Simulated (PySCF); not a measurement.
Bonding in `C=C(/C=C\O/C=C/F)[SiH2]C`

Compound: C7H11FOSi.
Numbering: `[CH2:1]=[C:2](/[CH:3]=[CH:4]\[O:5]/[CH:6]=[CH:7]/[F:8])[SiH2:9][CH3:10]` (hydrogens: H11, H12 on C1; H13 on C3; H14 on C4; H15 on C6; H16 on C7; H17, H18 on Si9; H19, H20, H21 on C10)

Cartesian coordinates in Å at the GFN2-xTB level; atoms count from 1:
```
atom  x, y, z in Å
C1    -1.259   -2.403   -0.559
C2    -0.555   -1.285   -0.359
C3     0.865   -1.300   -0.646
C4     1.669   -0.237   -0.623
O5     1.176    1.019   -0.411
C6     1.976    1.994    0.061
C7     3.182    1.863    0.600
F8     3.846    2.960    1.014
Si9   -1.356    0.302    0.310
C10   -3.135   -0.093    0.849
H11   -2.315   -2.456   -0.360
H12   -0.804   -3.307   -0.938
H13    1.308   -2.253   -0.906
H14    2.728   -0.303   -0.839
H15    1.510    2.966   -0.023
H16    3.743    0.958    0.770
H17   -1.425    1.330   -0.735
H18   -0.638    0.757    1.510
H19   -3.758   -0.394    0.011
H20   -3.169   -0.886    1.590
H21   -3.596    0.784    1.292
```

Bond orders from the PBE0/pcSseg-1 density (PySCF). Geometry: GFN2-xTB, one conformer, isolated molecule.

(1) How far do the computed orders between heavy atoms stray from the drawn ones?

(2) Give the Mayer order of every bond, beside its length.

## Answers

(1) The largest departure is 0.185, at C2–Si9 (drawn single, 0.815) and C6–C7 (drawn double, 1.818). Drawn single, order below 0.88: C2–Si9 (0.815).

(2) 
| bond | drawn as | length (Å) | Mayer order |
| --- | --- | --- | --- |
| C1–C2 | double | 1.337 | 1.910 |
| C2–C3 | single | 1.450 | 1.091 |
| C3–C4 | double | 1.333 | 1.837 |
| C4–O5 | single | 1.366 | 0.924 |
| O5–C6 | single | 1.346 | 0.982 |
| C6–C7 | double | 1.327 | 1.818 |
| C7–F8 | single | 1.347 | 0.925 |
| C2–Si9 | single | 1.899 | 0.815 |
| Si9–C10 | single | 1.901 | 0.941 |
| C1–H11 | single | 1.076 | 0.941 |
| C1–H12 | single | 1.081 | 0.953 |
| C3–H13 | single | 1.082 | 0.952 |
| C4–H14 | single | 1.083 | 0.931 |
| C6–H15 | single | 1.081 | 0.960 |
| C7–H16 | single | 1.078 | 0.965 |
| Si9–H17 | single | 1.467 | 0.941 |
| Si9–H18 | single | 1.470 | 0.944 |
| C10–H19 | single | 1.086 | 0.957 |
| C10–H20 | single | 1.086 | 0.957 |
| C10–H21 | single | 1.085 | 0.963 |

Bonds between the same two heavy elements. C–C: lowest C2–C3 (1.091, 1.450 Å), highest C1–C2 (1.910, 1.337 Å); in 2 of the 6 pairs the longer bond (by over 0.003 Å) has the higher order (by 0.02 or more). C–O: lowest C4–O5 (0.924, 1.366 Å), highest O5–C6 (0.982, 1.346 Å). C–Si: lowest C2–Si9 (0.815, 1.899 Å), highest Si9–C10 (0.941, 1.901 Å).

**Question.** Sum the orders of all bonds at each heavy atom with more than one neighbour and set the sums beside the valence in the SMILES.

**Answer.** C1 3.804 (drawn 4), C2 3.816 (drawn 4), C3 3.880 (drawn 4), C4 3.692 (drawn 4), O5 1.906 (drawn 2), C6 3.760 (drawn 4), C7 3.708 (drawn 4), Si9 3.641 (drawn 4), C10 3.818 (drawn 4). Orders between atoms that aren't bonded are not in these sums.

Mayer orders depend on the basis set.
